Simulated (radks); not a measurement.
These are the eigenvalues of the occupied orbitals of an atom or ion with whole-number occupations (hartree). All-electron calculation, scalar-relativistic Kohn-Sham, PBE, spin-unpolarised, spherical densities, point nucleus. Program: a radial shooting solver on a logarithmic mesh with Libxc functionals.

| orbital | eigenvalue |
|---|---|
| 1s | -236.5865 |
| 2s | -27.63770 |
| 2p | -23.45768 |
| 3s | -3.45824 |
| 3p | -2.30897 |
| 3d | -0.54786 |
| 4s | -0.43651 |

Which element is it, and in what charge state? The configuration may be excited.

Answer. Z = 25, manganese, charge +1: Mn+ in [Ar] 3d5 4s1. The list shows which subshells hold electrons but not how many an open one holds; the 1s level, -236.59 hartree, gives Z - s = 21.8 by -(Z - s)^2/2, which with screening and relativity narrows Z to a few neighbours, and the depths of the outer levels then fix element, charge and occupations together.
